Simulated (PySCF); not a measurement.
Excitations are Tamm–Dancoff values on a coarser integration grid. The basis has no diffuse functions, so Rydberg states are missing or too high.

Cl$_{3}$In, SMILES `[Cl][In]([Cl])[Cl]` (charge 0, multiplicity 1)

These are PySCF 2.14.0 with PBE-D3(BJ)/def2-TZVP // PBE0-D3(BJ)/def2-SVP values and carry that method's errors.

The HOMO is -8.01 eV and the dipole moment is 0.00 D. The HOMO–LUMO gap is 4.03 eV and the LUMO is -3.97 eV. The S1 excitation (TDA) comes out as 4.18 eV. The S1 oscillator strength is 0.000, the T1 excitation (TDA) comes out as 3.88 eV and the S1–T1 gap (TDA) comes out as 0.30 eV. The total energy is -1570.3744 Ha and the cost comes out as very roughly 90 core-seconds.

Bonds (Å): Cl1–In2 2.320, In2–Cl3 2.320, In2–Cl4 2.320. Angles (°): Cl1–In2–Cl3 120.0, Cl1–In2–Cl4 120.0, Cl3–In2–Cl4 120.0.
Charge 0, spin multiplicity 1.
